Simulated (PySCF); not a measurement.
## A search over the determinants of CuBr⁺

Unrestricted PBE0; PySCF, no relativity, basis sets Cu def2-TZVPPD, Br def2-TZVPPD. Outer shells of the fragments: Cu+ 3d10; Br 3d10 4s2 4p5.

Followed along the bond (rough minima from three points):

```json
{"2Ms+1": "2", "unpaired": "π ↑", "⟨S²⟩ at the start": "0.75", "R at minimum (Å)": "2.25", "Te (eV)": "0.00"}
{"2Ms+1": "2", "unpaired": "σ ↑", "⟨S²⟩ at the start": "0.76", "R at minimum (Å)": "2.22", "Te (eV)": "0.65"}
{"2Ms+1": "4", "unpaired": "σ ↑↑, π ↑", "⟨S²⟩ at the start": "3.76", "R at minimum (Å)": "none in the scan", "Te (eV)": "≤ 3.23"}
```

Solutions found at the starting distance of 2.350 Å, counted from the lowest of them; the search is not exhaustive and high or unbound solutions are not listed, so other states can lie among these:

| 2Ms+1 | unpaired | term | E (eV) | ⟨S²⟩ | ⟨Lz²⟩ | μ (D) |
| --- | --- | --- | --- | --- | --- | --- |
| 2 | π ↑ | ²Π | 0.00 | 0.75 | 1.01 | -3.93 |
| 2 | σ ↑ | ²Σ⁺ | 0.68 | 0.76 | 0.00 | -5.80 |
| 2 | δ ↑ | ²Δ | 2.16 | 0.75 | 4.00 | -7.33 |
| 4 | σ ↑↑, π ↑ | ⁴Π | 3.30 | 3.76 | 1.01 | -0.71 |
| 2 | σ ↑, π ↑↓ | mixed | 3.78 | 1.76 | 2.01 | -0.64 |
| 4 | σ ↑, π ↑↑ | mixed | 3.90 | 3.75 | 2.01 | -1.23 |

A term symbol is given only where ⟨S²⟩ and ⟨Lz²⟩ are close to those of a pure state; real π, δ and φ orbitals otherwise mix terms. A positive dipole points towards Br; it is taken about the centre of mass and depends on that origin.

Spin–orbit coupling is left out. Counting both spins, an empty level lies below a filled one in some of these solutions, because spin and occupation are held. With d or f electrons several states lie close, and the lowest PBE0 determinant need not be the measured ground state.
